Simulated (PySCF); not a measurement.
## Converging TlN in the basis (PBE0)

PySCF, UKS reference; triplet, unpaired electrons π ↑↑; De to Tl + N without counterpoise correction.

| basis | relativity | functions | Re (Å) | ωe (cm⁻¹) | De (eV) | μ (D) |
| --- | --- | --- | --- | --- | --- | --- |
| cc-pVDZ-PP/cc-pVDZ | scalar-relativistic core potentials | 37 | 2.321 | 405 | 1.47 | -2.76 |
| def2-SVP | scalar-relativistic core potentials | 40 | 2.324 | 406 | 1.50 | -2.90 |
| def2-SVPD | scalar-relativistic core potentials | 52 | 2.323 | 411 | 1.67 | -2.96 |
| aug-cc-pVDZ-PP/aug-cc-pVDZ | scalar-relativistic core potentials | 55 | 2.329 | 401 | 1.65 | -3.29 |
| cc-pVTZ-PP/cc-pVTZ | scalar-relativistic core potentials | 69 | 2.302 | 407 | 1.63 | -2.92 |
| x2c-TZVPPall | spin-free X2C | 114 | 2.295 | 408 | 1.69 | -3.15 |

Q: How does each smaller set differ from the one with most functions, x2c-TZVPPall?

A: cc-pVDZ-PP/cc-pVDZ: +2.6 pm, -0.7 % in ωe, -0.22 eV in De; def2-SVP: +2.9 pm, -0.5 % in ωe, -0.19 eV in De; def2-SVPD: +2.8 pm, +0.7 % in ωe, -0.02 eV in De; aug-cc-pVDZ-PP/aug-cc-pVDZ: +3.4 pm, -1.7 % in ωe, -0.04 eV in De; cc-pVTZ-PP/cc-pVTZ: +0.7 pm, -0.2 % in ωe, -0.06 eV in De. All at PBE0; the set with most functions is neither the basis-set limit nor always the best. The rows treat relativity differently, so the differences are not basis effects alone.

A positive dipole means Tl(−)N(+). These are scalar-relativistic numbers at best; spin–orbit coupling would shift them, the dissociation energy most. The state is the lowest determinant that a PBE0 search found; another state may lie lower at other levels.
